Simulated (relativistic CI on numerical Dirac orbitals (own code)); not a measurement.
**Sensitivity of the levels of Rh¹⁹⁺ to α and to the nuclear radius**

Computed by Dirac-Coulomb-Breit CI, orbitals from a KLI potential per configuration, derivatives by finite differences, unscaled Slater integrals, QED left out (own radial code, finite nucleus).

Configurations in the expansion (outside the closed core [Ne]): 3s2 3p6 3d8, 3s2 3p5 3d9, 3s2 3p4 3d10, 3s 3p6 3d9, 3p6 3d10, 3s2 3p6 3d7 4s, 3s 3p5 3d10, 3s2 3p6 3d7 4p. Levels of other configurations are missing.

With x = (α/α₀)² − 1 an excitation energy changes as ω = ω₀ + qx; K = 2q/ω₀ is the relative enhancement. Terms are leading LS components, so labels can repeat. The field-shift factor is F = δν/δ⟨r²⟩ for the transition from the lowest level.

Lowest level 3s2 3p6 3d8 3F_4.

```
            Level  ω₀ (cm⁻¹)  q (cm⁻¹)  F (GHz/fm²)
 3s2 3p6 3d8 1D_2      33271      6988       0.0547
 3s2 3p6 3d8 3F_3      36192     37840        0.258
 3s2 3p6 3d8 3P_2      67751     39650        0.315
 3s2 3p6 3d8 3P_0      84654     19620        0.235
 3s2 3p6 3d8 3P_1      91000     39020        0.347
 3s2 3p6 3d8 1D_2     104403     67610        0.482
 3s2 3p6 3d8 1G_4     104622     33330         0.35
 3s2 3p6 3d8 1S_0     212798     58850        0.627
3s2 3p5 3d9 3F°_4    1440685     54580         2.89
3s2 3p5 3d9 1D°_2    1471394     65880         2.88
3s2 3p5 3d9 3F°_3    1510087     91950         2.89
3s2 3p5 3d9 3D°_2    1553285     93580         3.04
3s2 3p5 3d9 3P°_1    1561260     83260         2.88
```

At this charge energies of transitions that change n are usually good to better than 1 %, and those within a shell (Δn = 0) to a few per cent. Terms inside the open d or f shell come out 10 to 20 % too wide with unscaled integrals.

Problem. Which transition from the lowest level has the largest |K|?

Solution. 3s2 3p6 3d8 3F_3 at 36192 cm⁻¹, K = 2.09.
